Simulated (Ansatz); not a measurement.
BH3, SMILES B.

Coordinates come from a B3LYP-D3(BJ)/def2-TZVPD optimisation. The isomer is the one that the SMILES or the coordinates give; other isomers of the formula were not compared.

Two levels are set side by side: PBE/def2-TZVPD (Ansatz, an electronic-structure program) and ωB97X-V/def2-TZVPD (Ansatz). Energy differences of separate SCF runs at the same geometry; the states with an electron removed or added have multiplicity 2 and 2. Differences are taken from unrounded values.

```csv
quantity,ωB97X-V,PBE,PBE minus ωB97X-V
vertical ionisation energy (eV),13.20,12.90,-0.30
vertical singlet–triplet gap (eV),5.51,4.88,-0.63
```
